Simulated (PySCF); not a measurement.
Species: C6H13NSi.
Numbering: `[CH2:1]=[C:2]([CH3:3])[C@H:4]1[CH2:5][NH:6][SiH2:7][CH2:8]1`

Method: delta-SCF UKS SCAN, pcX-2 on the ionised atom, pcseg-1 elsewhere, spin-free X2C in PySCF 2.14.0. Binding energies are ΔSCF values: E(core-ionised, relaxed orbitals) − E(ground state) at a fixed geometry, referred to the vacuum level.

Some binding energies are withheld.

```tsv
atom(s)	bonded to	level	binding energy (eV)
C1	C (double bond) and 2 H	C 1s	289.44
C2	C (double bond) and 2 C	C 1s	?
C3	C and 3 H	C 1s	290.56
C4	3 C and H	C 1s	290.56
C5	N, C and 2 H	C 1s	291.20
C8	C, 2 H and Si	C 1s	289.87
N6	C, H and Si	N 1s	?
Si7	N, C and 2 H	Si 1s	?
Si7	N, C and 2 H	Si 2p3/2	106.38
```

**Question.** Fill in C 1s for C2.

**Answer.** 290.22 eV (fully substituted alkene carbon). The nearest listed C 1s value is that of C4; the shift against it is -0.34 eV.

**Question.** Fill in Si 1s for Si7.

**Answer.** 1846.23 eV (SiH2 silicon).

**Question.** Fill in N 1s for N6.

**Answer.** 404.01 eV (silicon-bound nitrogen).

Lowest listed C 1s: C1, bonded to C (double bond) and 2 H. Highest, 1.76 eV above it: C5, bonded to N, C and 2 H. Summing the Pauling electronegativity differences to the bonded atoms, each weighted by its formal bond order, gives -0.70 for the lowest site and -0.21 for the highest; the largest sum, 0.00, belongs to C2, 0.98 eV below the top. The smallest sum, -1.35, belongs to C8, 0.43 eV above the lowest. The values 290.56 and 290.56 eV lie too close for their order to be trusted.

**Question.** What is the longest wavelength that can ionise N 1s of N6 vertically?

**Answer.** λ = hc/E = 12398.42 eV Å / 404.01 eV = 30.688 Å.

The unrestricted hole states depart most from a pure doublet (⟨S²⟩ = 0.75; over 0.85 named) for C 1s of C2 (0.85), which makes this value less certain. For 2p shells one spin-free hole was relaxed; a mean-field spin–orbit operator and the ground-state splitting of the three 2p orbitals were then diagonalised within the shell. The shell's mean is (2 × 2p3/2 + 2p1/2)/3, and the degeneracies 2j + 1 give areas of 2:1. 2p1/2 minus 2p3/2 (ligand field included): Si 0.62 eV. The structure is a single PBE0-D3(BJ)/def2-SVP conformer in the gas phase; no vibrational or solvent corrections.
